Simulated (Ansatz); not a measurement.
Basis sets compared for the cluster Cu₂S⁺. The state is a doublet with charge 1. Geometry PBE0-D4/def2-TZVP. Ansatz on 4 threads of Arm Neoverse V1 on a shared host; times are rough, and most runs start from earlier orbitals.

```xyz
3

Cu    1.382   -0.948   -0.055
Cu   -0.669    1.537   -0.043
S    -0.713   -0.589    0.097
```

The structure comes from a short search, and lower isomers may exist.

```json
{"level": "PBE-D4/def2-SVP", "functions": "80", "energy (Eh)": "-3677.7323", "HOMO (eV)": "-10.98", "LUMO (eV)": "-10.26", "wall time": "1.2 s"}
{"level": "PBE0-D4/def2-SVP", "functions": "80", "energy (Eh)": "-3677.7724", "HOMO (eV)": "-12.24", "LUMO (eV)": "-9.14", "wall time": "1.6 s"}
```

Estimate the rows for PBE-D4/def2-TZVP, PBE0-D4/def2-TZVP.


```csv
level,functions,energy (Eh),HOMO (eV),LUMO (eV),wall time
PBE-D4/def2-TZVP,127,-3678.3707,-11.39,-10.57,1.9 s
PBE0-D4/def2-TZVP,127,-3678.3920,-12.59,-9.36,3.7 s
```
